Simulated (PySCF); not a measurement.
Species: C₅H₆F₂NO (charge +1).
Geometry (PBE0-D3(BJ)/def2-SVP, Å), atoms numbered from 1 in this order:
```
atom  x, y, z in Å
C1    -2.3630   -0.6530    0.1362
N2    -1.0404   -0.0760   -0.0842
C3    -0.7692    1.0574   -0.6940
O4     0.5158    1.2745   -0.7070
C5     1.1220    0.2349   -0.0754
C6     2.6157    0.2537    0.1011
F7     2.9518   -0.9212    0.6460
F8     2.9394    1.2508    0.9297
C9     0.1636   -0.6316    0.3261
H10   -2.5312   -0.7641    1.2153
H11   -2.4160   -1.6327   -0.3562
H12   -3.1218    0.0145   -0.2879
H13   -1.4653    1.7624   -1.1493
H14    3.1438    0.3922   -0.8589
H15    0.2341   -1.5783    0.8571
```

Level: B3LYP/def2-SVPD in PySCF, non-relativistic, on one gas-phase PBE0-D3(BJ)/def2-SVP geometry that isn't relaxed in the solvent. The solvent is an IEF-PCM continuum (cavity from Bondi-type radii × 1.2). Specific hydrogen bonds and non-electrostatic terms are outside this model.

Gas phase at B3LYP/def2-SVPD: HOMO -13.25 eV, LUMO -6.81 eV.

Question: What does the continuum do to the energy and the frontier levels at B3LYP/def2-SVPD in chloroform and tetrahydrofuran?

Answer: 
```tsv
solvent	ε	E(solvent) − E(gas) (kcal/mol)	polarisation term (kcal/mol)	distortion of the solute (kcal/mol)	HOMO (eV)	LUMO (eV)
chloroform	4.711	-47.74	-48.76	1.02	-9.63	-3.10
tetrahydrofuran	7.426	-52.70	-54.03	1.33	-9.26	-2.72
```

The polarisation term is half the interaction of the solute with the surface charges that it induces; the rest is the cost of distorting the solute's density. The sum is the electrostatic part of solvation alone. From chloroform to tetrahydrofuran the lowering changes by a factor 1.10, Born's factor 1 − 1/ε by 1.10 and ε itself by 1.6.

Question: Which radius a makes Born's formula ΔE = −(q²/2a)(1 − 1/ε) give the value in tetrahydrofuran?

Answer: a = q²(1 − 1/ε)/(2|ΔE|) = 2.73 Å, with q = +1 e and |ΔE| = 0.0840 Eh; the farthest nucleus lies 3.33 Å from the centroid of the nuclei. The formula assumes a point charge at the centre of a sphere.

Question: How does the static polarisability (B3LYP/def2-SVPD, frozen core, with the continuum's full static response) change?

Answer: 
```tsv
medium	isotropic (au)	principal values (au)	⟨r²⟩ of the electrons (bohr²)
gas	64.6	45.4, 65.3, 83.1	1259.1
chloroform	77.5	54.4, 80.5, 97.7	1259.9
tetrahydrofuran	79.7	56.2, 83.1, 99.8	1260.1
```

The isotropic value in tetrahydrofuran is 1.23 times the gas-phase one; no cavity-field correction is applied. ⟨r²⟩ is taken about the centre of nuclear charge.

Hardware: an Arm Neoverse V1 with one thread (shared host). Cost: 45 s, 1.0 GiB resident at most. This is the whole response run at B3LYP/def2-SVPD in tetrahydrofuran, SCF included.
